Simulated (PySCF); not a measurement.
## Dipole response of Ni(2+) (nickel, charge +2)

[Ar] 3d8, high-spin 3F determinant. Computed with PySCF 2.14 in x2c-QZVPPall with one added diffuse shell each of s, p, d, f, g type (12s8p7d5f3g, 133 functions), with the spin-free X2C one-electron Hamiltonian (Gaussian nucleus). Coupled (time-dependent) response in atomic units; α is the mean over directions.

```
method  mean α (bohr³)  C₆ (like pair)  S(−4)
  PW91           3.511           9.852  6.820
```

S(−4) is the Cauchy moment in α(ω) = α(0) + S(−4) ω² + …

α(iu) at PW91:

```csv
u (hartree),α(iu) (bohr³)
0,3.511
0.0500,3.494
0.100,3.445
0.200,3.271
0.300,3.039
0.500,2.564
0.750,2.089
1.00,1.742
1.50,1.281
2.00,0.9903
3.00,0.6469
5.00,0.3392
```

For an ion, C₆ is the dispersion term alone; charge-induced terms of lower order in 1/R come first.
